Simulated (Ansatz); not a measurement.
`CB[SiH2][AlH2]` + H₂S → `[AlH2][SiH2]S` + `BC` at 298.15 K and 1 bar (cleavage of the Si–B bond).

Program: Ansatz. Geometries: PBE0-D4/def2-TZVP. ΔE: electronic, gas phase. CCSD(T)/CBS is the MP2 limit (def2-TZVPP, def2-QZVPP) plus CCSD(T) − MP2 in def2-TZVPP, frozen cores. This one scheme is used for every species. Each species was taken in one conformer, which may not be the lowest.

```
         species  CCSD(T)/CBS energy (Eh)  H − E (kJ/mol)  S (J/(mol·K))
`CB[SiH2][AlH2]`               -598.71139           230.6          380.4
             H₂S               -398.97279            49.9          205.7
 `[AlH2][SiH2]S`               -931.87373           124.1          341.0
            `BC`                -65.83255           158.6          247.5
```

H − E and S are ideal-gas, rigid-rotor, harmonic terms from PBE0-D4/def2-TZVP, for one conformer and one mirror image of each species. 1 Eh = 2625.50 kJ/mol, R = 8.31446 J/(mol·K).

**Question.** By hand: ΔE, ΔH, ΔS and ΔG.

**Answer.** ΔE = (-931.87373) + (-65.83255) − (-598.71139) − (-398.97279) = -0.02210 Eh = -58.0 kJ/mol. Δ(H − E) = 124.1 + 158.6 − 230.6 − 49.9 = 2.2, so ΔH = -55.8 kJ/mol. ΔS = 341.0 + 247.5 − 380.4 − 205.7 = 2.4 J/(mol·K). ΔG = -55.8 − 298.15 × (2.4)/1000 = -56.5 kJ/mol.

**Question.** By hand: the equilibrium constant, and the temperature at which ΔG would vanish if ΔH and ΔS stayed fixed.

**Answer.** log₁₀ K = −ΔG/(RT ln 10) = 9.9. ΔH and −TΔS have one sign here, so there is no such temperature. One of them is within its doubt of zero, so this could turn.

The number of gas molecules stays the same, so ΔS is small and ΔH decides. A doubt of 5 kJ/mol in ΔE shifts log₁₀ K by 0.9 here. Other conformers and mirror images would add mixing entropy, several J/(mol·K) or more a flexible species. Modes under 60 cm⁻¹, often nearly free rotors, make the harmonic entropy too high. These are equilibria of isolated gas molecules and say nothing of rates. Largest T1 diagnostic: 0.014 (customary marks: 0.02 for closed shells, 0.045 for open ones).
